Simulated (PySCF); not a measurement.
C₂H₈N₂OSi, SMILES [Si@H](N)(/N=C\C)O.

Geometry: PBE0-D3(BJ)/def2-SVP. The structure was generated by enumeration; whether it is a known compound was not checked. One conformer was computed; it need not be the lowest.

Method: PBE/def2-TZVP (PySCF).

Isolated molecule, no solvent.

```yaml
total_energy: -554.98345 hartree
highest_occupied_level: -5.34 eV
lowest_empty_level: -1.54 eV
orbital_gap: 3.80 eV
dipole_moment: 1.59 D
quadrupole, principal values (traceless, Buckingham form, about the centre of nuclear charge): -6.38, -3.88, 10.26 D·Å
mean_static_polarisability: 71.9 bohr³ (10.65 Å³)
polarisability_principal_values: 57.4, 63.5, 94.8 bohr³
```
